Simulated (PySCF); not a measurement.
Molecule: SMILES C([BH2-][NH3+])(F)(F)F, CH5BF3N.

Structure with atom numbers: `[NH3+:1][BH2-:2][C:3]([F:4])([F:5])[F:6]`. Hydrogens are named by the atom that carries them.

Spin–spin couplings on one PBE0-D3(BJ)/def2-SVP geometry, PySCF 2.14.0 with density-fitted response routines, gas phase, non-relativistic, equivalent pairs averaged (spin–dipole term only in couplings to heteroatoms); isotopes 13C, 19F, 11B, 1H, 15N; basis pcJ-1.

Question: How do the couplings (Hz) change with the functional? Times are CPU seconds on 1 thread of an Arm Neoverse V1, shared host.

Answer: 
```tsv
functional	functions	1J(C3,F4)	1J(B2,H(B2))	1J(B2,C3)	1J(N1,H(N1))	1J(N1,B2)	2J(F4,F5)	2J(B2,F4)	core-s
HF	212	-210.1	125.3	105.4	-92.5	-9.6	314.0	35.1	25
LDA	212	-387.4	83.3	64.7	-58.5	-0.7	-6.3	37.3	17
PBE	212	-395.8	104.3	80.0	-66.9	-3.2	26.2	40.3	26
KT2	212	-396.6	107.1	66.8	-71.7	0.3	-14.1	34.1	29
B3LYP	212	-362.2	113.1	85.2	-73.5	-4.1	90.0	39.2	32
PBE0	212	-352.7	106.2	82.8	-70.4	-4.1	102.6	37.8	35
B97-2	212	-351.1	109.9	87.6	-67.5	-6.8	77.1	37.6	35
BHandHLYP	212	-307.5	119.4	91.6	-80.2	-5.8	177.6	37.8	39
CAM-B3LYP	212	-345.2	110.0	83.3	-73.1	-3.8	102.8	38.8	48
```
